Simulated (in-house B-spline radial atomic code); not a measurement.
Sr⁺. Computed with a B-spline radial atomic code. Model: non-relativistic spherical atom: semilocal Troullier-Martins pseudo-atom, one channel per l, against all electrons, high spin, G0W0 and RPA with empty states to l = 8, local potential for every l without a channel, a model core (radius 0 = none) keeps its share of the functional.

Without relativity these are model numbers for so heavy an element.

What the tables leave out is listed at the end.

The pseudopotential gives back the lowest level of each angular momentum of its own functional in the configuration it was made in; a second state of the same l is only approximately right. Exact exchange, RPA and GW see the smooth pseudo-orbitals and miss the exchange with the core, for which the functional's share stands in. The column with an uncorrelated core keeps all orbitals and exact exchange, and so separates missing core correlation from pseudisation. Only the three outermost levels and the lowest empty one were computed. RPA here is direct RPA, with no exchange kernel, and its energies carry an (l + 1/2)⁻⁴ tail. A hybrid on a potential with a model core restores only its own semilocal share of the core's exchange.

Command:
```bash
python run_psgw.py task.json out
```
Settings (lengths in bohr, energies in hartree):
```
Z                      38
electrons              37
configuration          [Kr] 5s1
generated_in           [Kr] 5s1
functional             pbe,pbe
core_shells            7
radius_factor          1.15
core_correction        False
ion_configuration      [Ar] 3d10 4s2 4p6
```

Time taken, with all properties: 61 s on 1 thread of Arm Neoverse N1, on a shared host.

Given: made with PBE; model core radius 0 bohr; local radius 1.81 bohr; mean-field start PBE.

Valence shells of the generating configuration: 4p, 5s.

Channel: s 3.4, p 1.53, d 2.238 (radii in bohr).

Computed: largest level miss in the spin-unpolarised generating configuration 0 eV; valence RPA correlation energy all-electron orbitals -0.31361 hartree; pseudo-atom RPA polarisability 60.769 bohr³; ionisation by mean-field all-electron 11.02 eV; ionisation by mean-field pseudo minus all -0.013 eV; ionisation by RPA all-electron 11.417 eV; ionisation by RPA pseudo minus all 0.454 eV.

```csv
level,occupied,mean-field all-electron (eV),mean-field pseudo minus all (eV),G0W0 all-electron (eV),G0W0 uncorrelated core minus all (eV),G0W0 pseudo minus all (eV),exchange self-energy all-electron (eV),exchange self-energy pseudo (eV)
5s up,1,-8.5487,-0.019,-11.334,0.044,-0.342,-7.8203,-7.517
```

**Question.** What is the valence RPA correlation energy pseudo?

**Answer.** -0.4258 hartree.

**Question.** What is the all-electron RPA polarisability, core included?

**Answer.** 61.077 bohr³.

Given: mean-field start PBE0.

Computed: valence RPA correlation energy all-electron orbitals -0.28808 hartree; all-electron RPA polarisability, core included 51.784 bohr³; pseudo-atom RPA polarisability 47.593 bohr³; ionisation by mean-field all-electron 10.895 eV; ionisation by RPA all-electron 11.248 eV; ionisation by RPA pseudo minus all 0.465 eV.

| level | occupied | mean-field all-electron (eV) | mean-field pseudo minus all (eV) | G0W0 all-electron (eV) | G0W0 uncorrelated core minus all (eV) | G0W0 pseudo minus all (eV) | exchange self-energy all-electron (eV) | exchange self-energy pseudo (eV) |
| --- | --- | --- | --- | --- | --- | --- | --- | --- |
| 5s up | 1 | -9.0974 | -0.189 | -11.298 | 0.045 | -0.417 | -7.7011 | -7.7376 |
| 5s down (empty) | 0 | -6.8319 | -0.141 | -5.786 | 0.044 | -0.299 | -1.5289 | -1.4234 |

**Question.** What is the valence RPA correlation energy pseudo?

**Answer.** -0.39739 hartree.

**Question.** What is the ionisation by mean-field pseudo minus all?

**Answer.** 0.211 eV.

Given: mean-field start Hartree-Fock.

Computed: valence RPA correlation energy all-electron orbitals -0.23525 hartree; valence RPA correlation energy pseudo -0.33673 hartree; pseudo-atom RPA polarisability 29.012 bohr³; ionisation by mean-field pseudo minus all 0.893 eV; ionisation by RPA all-electron 10.992 eV; ionisation by RPA pseudo minus all 0.51 eV.

```csv
level,occupied,mean-field all-electron (eV),mean-field pseudo minus all (eV),G0W0 all-electron (eV),G0W0 uncorrelated core minus all (eV),G0W0 pseudo minus all (eV),exchange self-energy all-electron (eV),exchange self-energy pseudo (eV)
5s up,1,-10.321,-0.948,-11.132,0.042,-0.576,-7.2322,-8.3
4p down,?,?,?,?,?,?,?,?
4p up,1,-35.848,2.304,-36.118,-0.166,1.727,-27.055,-19.151
5s down (empty),0,-4.5403,-0.39,-5.4687,0.029,-0.178,-0.83691,-1.1363
```

**Question.** What belongs in the row 4p down?

**Answer.** occupied: 1; mean-field all-electron (eV): -35.738; mean-field pseudo minus all (eV): 2.622; G0W0 all-electron (eV): -36.022; G0W0 uncorrelated core minus all (eV): -0.162; G0W0 pseudo minus all (eV): 1.778; exchange self-energy all-electron (eV): -27.04; exchange self-energy pseudo (eV): -18.871.

**Question.** What is the all-electron RPA polarisability, core included?

**Answer.** 39.269 bohr³.

**Question.** What is the ionisation by mean-field all-electron?

**Answer.** 10.294 eV.

Among the listed levels the largest G0W0 shift of the pseudo-atom is +1.78 eV, for 4p down on the Hartree-Fock start, while leaving the core uncorrelated moves that level by -0.16 eV. So pseudisation and the lost core exchange, not the missing core correlation, make the error. Not in the tables (levels of low weight, unsolved or above zero; the highest and the empty levels are kept at any weight): on PBE the G0W0 levels 4p down (pseudo minus all +0.52 eV, weights 0.58 and 0.42), 4p up (pseudo minus all +0.81 eV, weights 0.44 and 0.34), 5s down (pseudo minus all -0.35 eV, weights 0.64 and 0.58); on PBE0 the G0W0 levels 4p down (pseudo minus all +1.71 eV, weights 0.49 and 0.70), 4p up (pseudo minus all +1.73 eV, weights 0.53 and 0.69).
